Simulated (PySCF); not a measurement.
**C₆H₅NO: full NMR table**

- Formula: C6H5NO
- SMILES: O=Cc1cccnc1
- InChI: InChI=1S/C6H5NO/c8-5-6-2-1-3-7-4-6/h1-5H
- Point group of the computed structure: Cs
- Degrees of unsaturation: 5
- Carbon signals: 6
- Proton signals: 5

Atoms are numbered as in `[O:1]=[CH:2][c:3]1[cH:4][cH:5][cH:6][n:7][cH:8]1`. Each H is labelled by its parent atom.

- geometry from GFN2-xTB
- σ from GIAO-PBE0/pcSseg-1
- program: PySCF 2.14.0 with density-fitted response routines
- no solvent model, non-relativistic, single conformer

Shifts are taken against calculated references (same method and geometry level): 1H (σ = 31.72 ppm), 13C (σ = 186.93 ppm) vs TMS; NH3 for 15N (σ = 267.73 ppm); 17O (σ = 336.08 ppm) vs H2O.

```tsv
carbon	δC, type	δH (multiplicity)	HMBC from (2–3 bonds)	span of the C tensor (ppm)
C2	195.1, CH	10.32 (s)	H(C8), H(C4)	185
C3	135.2, C	–	H(C2), H(C8), H(C4), H(C5)	218
C4	141.6, CH	8.70 (d)	H(C2), H(C8), H(C6), H(C5)	257
C5	128.9, CH	7.67 (m)	H(C6), H(C4)	234
C6	160.7, CH	9.17 (d)	H(C8), H(C4), H(C5)	231
C8	160.9, CH	9.21 (s)	H(C2), H(C6), H(C4)	220
```

Other nuclei:
```csv
atoms,nucleus,environment,δ (ppm),σ (ppm)
N7,15N,pyridine-type ring nitrogen,359.6,-91.8
O1,17O,aldehyde oxygen,675.0,-338.9
```

Carbon types of the structure: 1 × C, 5 × CH, which accounts for all hydrogens. δC 195.1: aldehyde carbonyl carbon; low-lying n→π* states of the double bond to the heteroatom give a large paramagnetic term (-251 ppm). δC 160.9, 160.7: aromatic CH next to a ring nitrogen; the adjacent pyridine-type nitrogen withdraws density from it. δH 10.32: hydrogen on an aldehyde carbonyl carbon; the formyl region, downfield of aromatic protons. δH 9.21, 9.17: hydrogen on an aromatic CH next to a ring nitrogen; ring current plus the neighbouring ring nitrogen. δH 8.70, 7.67: hydrogen on an aromatic CH.

Shifts are as computed. Against solution values, carbons near 30 ppm lie about +3 ppm off and those near 130 ppm about +5 ppm. Of 1211 compounds with measured shifts, 218 miss one by over three times the rms of a fit or turn the order of signals round; such compounds aren't used in these exercises. Unscaled 17O shifts of doubly bonded oxygen tend to come out too high, by tens of ppm or more. Experimental scales use liquid or dissolved standards, which lie at an offset from isolated NH3 (liquid NH3: subtract about 20 ppm) and H2O (liquid H2O: subtract about 36 ppm). Unscaled 15N shifts of sp2 nitrogen come out 20 to 40 ppm too high even then. No couplings were computed; multiplicities are counted from neighbouring protons, with m where these are inequivalent, close in shift, in a saturated or five-membered ring or joined by F or P, and br s for small geminal =CH2 splittings.
